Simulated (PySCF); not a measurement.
**Polarisability and C₆ of Pd²⁺ (palladium, charge +2)**

[Kr] 4d8, high-spin 3F determinant. Computed with PySCF 2.14 in x2c-QZVPPall with one added diffuse shell each of s, p, d, f, g type (14s9p8d5f3g, 143 functions), with the spin-free X2C one-electron Hamiltonian (Gaussian nucleus). Coupled (time-dependent) response in atomic units; α is the mean over directions.

| method | mean α (bohr³) | C₆ (like pair) | S(−4) |
| --- | --- | --- | --- |
| PBE | 6.924 | 36.53 | 12.26 |

S(−4) is the Cauchy moment in α(ω) = α(0) + S(−4) ω² + …

Spin-orbit coupling is absent.

α(iu) at PBE:

```tsv
u (hartree)	α(iu) (bohr³)
0	6.924
0.0500	6.893
0.100	6.805
0.200	6.488
0.300	6.059
0.500	5.146
0.750	4.178
1.00	3.435
1.50	2.414
2.00	1.770
3.00	1.050
5.00	0.4854
```

For an ion, C₆ is the dispersion term alone; charge-induced terms of lower order in 1/R come first.
